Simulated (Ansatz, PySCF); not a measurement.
Reaction (SMILES): C=CC[SiH3] + 2 C (CH4) → C=C (C2H4) [ethene] + CC (C2H6) + C[SiH3] [methylsilane]
Structures are relaxed separately at B3LYP-D3(BJ)/def2-TZVP in Ansatz (an electronic-structure program), one conformer each, not searched for the lowest.

Wanted: bond separation energy (enthalpy at 298 K, with B3LYP-D3(BJ) rigid-rotor harmonic-oscillator terms from PySCF), in eV. Correlated levels leave the core frozen unless marked. Spin-orbit coupling is left out. Non-relativistic. CBS(X,Y): correlation extrapolated as X^-3; Hartree-Fock from the larger set. [CCSD(T)-MP2]/basis is that difference in the basis named.

```
level                                                                 program  bond separation energy (eV)  minus last row
-------------------------------------------------------------  --------------  ---------------------------  --------------
HF/cc-pwCVTZ                                                           Ansatz                         0.14           -0.12
SVWN5/def2-TZVPD                                                       Ansatz                         0.34            0.08
PBE0/def2-SVP                                                          Ansatz                         0.24           -0.02
PBE0-D4/def2-TZVP                                              Ansatz + dftd4                         0.28            0.02
PBE0/def2-QZVPP                                                        Ansatz                         0.24           -0.02
r2SCAN0/def2-TZVPD                                                     Ansatz                         0.27            0.01
B2PLYP/def2-TZVPD                                                      Ansatz                         0.25           -0.01
RPA@PBE/cc-pV(Q+d)Z                                                    Ansatz                         0.22           -0.04
MP2/STO-3G                                                             Ansatz                         0.24           -0.02
MP2/cc-pV(D+d)Z                                                        Ansatz                         0.28            0.02
SCS-MP2/6-31G                                                          Ansatz                         0.28            0.02
SCS-MP2/aug-cc-pV(T+d)Z                                                Ansatz                         0.27            0.01
SCS-MP2/cc-pwCVTZ                                                      Ansatz                         0.26            0.00
CCSD/cc-pwCVTZ                                                         Ansatz                         0.22           -0.04
RI-MP2/CBS(cc-pV(T+d)Z,cc-pV(Q+d)Z)+[CCSD(T)-MP2]/cc-pV(T+d)Z          Ansatz                         0.26            0.00
```
